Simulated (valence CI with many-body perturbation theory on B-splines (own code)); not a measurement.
Values are calculated unless marked as measured or tabulated.
**Ladder of approximations for Au LXIV**

Method: relativistic CI+MBPT: six valence electrons over a frozen Dirac-Fock core [Ne], radial functions for each j: 9 s, 9 p, 8 d, 6 f, 3 g, 1 h, with the one-electron correlation potential Σ1, the two-electron term Σ2, the three-electron term Σ3, Breit, model QED; selected CI, second order for the rest, scaled by the run's own slope (own B-spline code, finite nucleus).

The last digits are not significant, and no measured levels were compared; by estimate large intervals hold to a few tenths of a per cent, small ones and those within an open d or f shell to about a per cent. Among the levels kept, up to 1000 cm⁻¹ of a level comes from second order outside the variational space, and about a tenth of that is noise between levels of different J, which matters for small intervals.

Each rung adds one term. CI alone is the Dirac-Coulomb CI over the frozen core; QED comes last and gives the full result, which names the levels. Energies are above (3s^2 3p1/2^2 3p3/2^2) J=2 on the same rung, in × 10³ cm⁻¹.

Levels are named by their leading jj configuration (3d3/2^4 stands for four electrons in 3d with j = 3/2), which in mixed levels can hold well under half, so a name can repeat and another be missing. Letters in brackets count levels of one name in rising energy.

```
                             Level  CI alone     Σ1     Σ2     Σ3   Breit     QED    Full
        (3s^2 3p1/2^2 3p3/2^2) J=0    169.50  +0.01  -0.26  -0.44   +5.16   -0.05  173.92
    (3s^2 3p1/2^2 3p3/2 3d3/2) J=2    2084.1  -2.14  -3.27  -1.90   -6.06   -9.45  2061.2
    (3s^2 3p1/2^2 3p3/2 3d3/2) J=1    2160.1  -2.13  -3.35  -2.13   -4.95   -9.55  2138.0
    (3s^2 3p1/2^2 3p3/2 3d3/2) J=0    2155.3  -2.13  -2.82  -1.97   +0.71   -9.50  2139.6
    (3s^2 3p1/2^2 3p3/2 3d3/2) J=3    2169.1  -2.12  -3.16  -2.28  -11.12   -9.41  2141.0
    (3s^2 3p1/2^2 3p3/2 3d5/2) J=4    3020.3  -0.63  -2.86  -2.29  -33.12   -7.11  2974.3
    (3s^2 3p1/2^2 3p3/2 3d5/2) J=2    3082.7  -0.64  -4.03  -2.52  -28.90   -7.35  3039.2
    (3s^2 3p1/2^2 3p3/2 3d5/2) J=3    3249.1  -0.66  -5.84  -3.78  -31.12   -7.20  3200.5
    (3s^2 3p1/2^2 3p3/2 3d5/2) J=1    3342.6  -0.63  -4.79  -4.17  -24.01   -7.24  3301.8
          (3s^2 3p1/2 3p3/2^3) J=1    3885.4  +1.81  +2.03  -0.09  -42.10   +3.71  3850.8
          (3s^2 3p1/2 3p3/2^3) J=2    3973.1  +1.81  +1.51  -0.34  -46.72   +3.72  3933.1
        (3s^2 3p1/2^2 3d3/2^2) J=2    4257.0  -4.26  -6.11  -4.18  -12.14  -18.93  4211.4
        (3s^2 3p1/2^2 3d3/2^2) J=0    4464.7  -4.22  -5.55  -4.77   -3.08  -18.94  4428.2
    (3s^2 3p1/2^2 3d3/2 3d5/2) J=3    5233.5  -2.78  -7.19  -4.84  -36.60  -16.75  5165.4
    (3s^2 3p1/2^2 3d3/2 3d5/2) J=2    5329.3  -2.77  -7.46  -5.03  -34.90  -16.76  5262.4
    (3s^2 3p1/2^2 3d3/2 3d5/2) J=4    5382.2  -2.75  -7.15  -5.40  -45.50  -16.77  5304.7
    (3s^2 3p1/2^2 3d3/2 3d5/2) J=1    5365.4  -2.76  -7.51  -5.06  -26.15  -16.80  5307.1
          (3s 3p1/2^2 3p3/2^3) J=2    5546.6  -0.43  -0.86  +1.19  -12.95  -36.38  5497.2
          (3s 3p1/2^2 3p3/2^3) J=1    5720.6  -0.39  -1.61  +0.46  -22.69  -25.34  5671.1
(3s^2 3p1/2 3p3/2^2 3d3/2) J=2 [a]    5887.5  -0.32  -1.07  -1.45  -53.26   -5.74  5825.6
    (3s^2 3p1/2 3p3/2^2 3d3/2) J=0    5898.8  -0.33  -0.88  -1.51  -51.03   -5.82  5839.2
(3s^2 3p1/2 3p3/2^2 3d3/2) J=1 [a]    5913.5  -0.34  -1.82  -1.31  -44.88  -11.07  5854.1
(3s^2 3p1/2 3p3/2^2 3d3/2) J=3 [a]    5964.4  -0.31  -1.14  -1.82  -59.86   -5.63  5895.7
    (3s^2 3p1/2 3p3/2^2 3d3/2) J=4    6038.4  -0.32  -1.11  -2.19  -65.99   -5.65  5963.1
(3s^2 3p1/2 3p3/2^2 3d3/2) J=2 [b]    6147.4  -0.31  -1.93  -2.32  -53.23   -6.09  6083.5
        (3s^2 3p1/2^2 3d5/2^2) J=4    6290.2  -1.28  -8.31  -5.72  -62.88  -14.58  6197.5
(3s^2 3p1/2 3p3/2^2 3d3/2) J=3 [b]    6275.4  -0.32  -4.63  -3.40  -57.08   -5.75  6204.2
(3s^2 3p1/2 3p3/2^2 3d3/2) J=2 [c]    6339.4  -0.33  -6.06  -3.33  -48.63   -9.18  6271.9
        (3s^2 3p1/2^2 3d5/2^2) J=2    6365.2  -1.26  -8.60  -5.82  -54.77  -14.51  6280.3
(3s^2 3p1/2 3p3/2^2 3d3/2) J=1 [b]    6390.8  -0.32  -6.49  -3.20  -45.03   -9.96  6325.8
(3s^2 3p1/2 3p3/2^2 3d3/2) J=1 [c]    6501.4  -0.34  -7.53  -3.75  -42.39  -11.41  6435.9
```

The middle columns are the shifts that each term adds.

How does the ionisation energy move along the ladder, and which term matters most?

CI alone 7006.9, + Σ1 7007.9, + Σ2 7008.2, + Σ3 7007.4, + Breit 7000.9, + QED 7000.1 eV. The largest step is Breit, -6.5 eV. NIST lists 6997 ± 19 eV (theoretical).
